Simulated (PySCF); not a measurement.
GaBr3, SMILES [Br][Ga]([Br])[Br].

Geometry: B3LYP-D3(BJ)/def2-SVP. The isomer is the one that the SMILES or the coordinates give; other isomers of the formula were not compared.

Two levels are set side by side: TDDFT-PBE/def2-SVPD (PySCF) and TDDFT-M06-2X/def2-SVPD (PySCF). Vertical, same geometry. The lowest singlet is HOMO→LUMO 100 % with PBE and HOMO→LUMO 96 % with the other functional; states are paired by order. Differences are taken from unrounded values.

```json
[
 {"quantity": "lowest singlet excitation (eV)", "TDDFT-M06-2X": "5.36"},
 {"quantity": "lowest triplet excitation (TDA) (eV)", "TDDFT-M06-2X": "5.08"}
]
```

What does TDDFT-PBE give, and how far is it from TDDFT-M06-2X? (Estimate from the structure and the level; the computed values follow.)


```tsv
quantity	TDDFT-PBE	TDDFT-PBE minus TDDFT-M06-2X
lowest singlet excitation (eV)	4.18	-1.18
lowest triplet excitation (TDA) (eV)	3.90	-1.18
```

Functionals without exact exchange tend to place singlet excitations lower, as here. Differences between two approximate levels are no errors against the true value.

Rough cost on one machine, each run with all the roots and properties that it gave: TDDFT-M06-2X against TDDFT-PBE about 10 times.
